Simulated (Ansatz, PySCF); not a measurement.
HNSi, SMILES N#[SiH]. Atoms are numbered in the order given.

```xyz
3

H      0.0000     0.0000    -1.9015
Si     0.0000     0.0000    -0.4184
N      0.0000     0.0000     1.1415
```
Charge 0, spin multiplicity 1.

Coordinates come from a B3LYP-D3(BJ)/def2-TZVPD optimisation.

Two levels are set side by side: PBE-D3(BJ)/def2-TZVPD (Ansatz, a quantum-chemistry and plane-wave program) and B3LYP-D3(BJ)/def2-TZVPD (PySCF). Each level has its own optimised geometry; the coordinates shown are those of the second. Frequencies come from the Hessian of PySCF at each geometry. Differences are taken from unrounded values.

```json
[
 {"quantity": "mean bond length (Å)", "B3LYP-D3(BJ)": "1.521", "PBE-D3(BJ)": "1.541", "PBE-D3(BJ) minus B3LYP-D3(BJ)": "0.020"},
 {"quantity": "bond Si2–N3 (Å)", "B3LYP-D3(BJ)": "1.560", "PBE-D3(BJ)": "1.578", "PBE-D3(BJ) minus B3LYP-D3(BJ)": "0.018"},
 {"quantity": "bond H1–Si2 (Å)", "B3LYP-D3(BJ)": "1.483", "PBE-D3(BJ)": "1.504", "PBE-D3(BJ) minus B3LYP-D3(BJ)": "0.021"},
 {"quantity": "highest harmonic wavenumber (cm⁻¹)", "B3LYP-D3(BJ)": "2199", "PBE-D3(BJ)": "2099", "PBE-D3(BJ) minus B3LYP-D3(BJ)": "-100"},
 {"quantity": "mean harmonic wavenumber (cm⁻¹)", "B3LYP-D3(BJ)": "977", "PBE-D3(BJ)": "958", "PBE-D3(BJ) minus B3LYP-D3(BJ)": "-19"},
 {"quantity": "zero-point energy (kcal/mol)", "B3LYP-D3(BJ)": "5.59", "PBE-D3(BJ)": "5.48", "PBE-D3(BJ) minus B3LYP-D3(BJ)": "-0.11"}
]
```

Exact exchange shortens and stiffens bonds; PBE has none. Differences between two approximate levels are no errors against the true value.
